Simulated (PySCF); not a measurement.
Precursor series Ti F-OH. All species are isolated molecules in the gas phase. One relaxed conformer stands for each flexible species; it need not be the lowest.

The charge on the central atom (Mulliken) from two functionals at the same geometries (BP86-D3(BJ)/def2-SVP), both in PySCF: PBE-D3(BJ)/def2-TZVP and TPSSh-D3(BJ)/def2-TZVP. 

```csv
species,TPSSh-D3(BJ)/def2-TZVP (e)
0 of 4 F replaced by OH,1.66
1 of 4 F replaced by OH ([Ti(F)3(OH)]),1.67
2 of 4 F replaced by OH,1.64
3 of 4 F replaced by OH ([Ti(F)(OH)3]),1.55
4 of 4 F replaced by OH ([Ti(OH)4]),1.50
```

Task: What does PBE-D3(BJ)/def2-TZVP give for each?

Result: 
- 0 of 4 F replaced by OH: 1.48
- 1 of 4 F replaced by OH ([Ti(F)3(OH)]): 1.48
- 2 of 4 F replaced by OH: 1.44
- 3 of 4 F replaced by OH ([Ti(F)(OH)3]): 1.35
- 4 of 4 F replaced by OH ([Ti(OH)4]): 1.30
Over these rows, drawn at random from the members with no instability flagged (it was tested for open shells, ions and some series alone), PBE minus TPSSh-D3(BJ): mean -0.19 e, from -0.21 e to -0.18 e.
